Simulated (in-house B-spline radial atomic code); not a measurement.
Radial electron density of Sb XXI (Sb20+), [Ar] 3d10 4s2 4p1. Level of theory: non-relativistic Hartree-Fock, average of configuration, point nucleus; calculated with a radial B-spline atomic code at the basis-set limit.

Columns: r (bohr), 4πr²n(r) (electrons per bohr), bar.

```
 0.00145    2.133 #
 0.00175    3.013 ##
 0.00211    4.223 ##
 0.00254    5.857 ###
 0.00307    8.106 ####
  0.0037    11.04 ######
 0.00445     14.8 ########
 0.00537    19.63 ##########
 0.00647    25.48 ##############
 0.00781    32.41 #################
 0.00941    40.03 #####################
  0.0113    47.73 #########################
  0.0137    55.21 #############################
  0.0165     60.8 ################################
  0.0199    63.77 ##################################
   0.024    63.59 ##################################
  0.0289    60.78 ################################
  0.0348    57.19 ##############################
   0.042    55.63 ##############################
  0.0506    58.73 ###############################
   0.061    66.83 ####################################
  0.0736    76.76 #########################################
  0.0887    82.51 ############################################
   0.107    79.51 ##########################################
   0.129    69.05 #####################################
   0.155    59.11 ################################
   0.187    57.28 ###############################
   0.226    63.33 ##################################
   0.272    66.64 ####################################
   0.328    57.86 ###############################
   0.396    38.89 #####################
   0.477    21.16 ###########
   0.575    11.53 ######
   0.693    7.792 ####
   0.836    5.005 ###
    1.01    2.204 #
    1.21   0.6164 
    1.46  0.08974 
    1.76 0.006479 
    2.13 0.0001867 
    2.56 2.285e-06
```

On this grid the curve has 3 maxima, near 0.0199, 0.0887, 0.272 bohr.

The 4p radial function P(r) = rR(r), positive near the nucleus:

```
r (bohr)         P
 0.00145  0.001574
 0.00211  0.003277
 0.00307   0.00677
 0.00445   0.01373
 0.00647   0.02756
 0.00941   0.05405
  0.0137    0.1025
  0.0199     0.184
  0.0289    0.3057
   0.042    0.4509
   0.061    0.5448
  0.0887    0.4375
   0.129   -0.0043
   0.187   -0.6142
   0.272   -0.7736
   0.396   0.04826
   0.575     1.177
   0.836     1.256
    1.21    0.4795
    1.76   0.05345
```
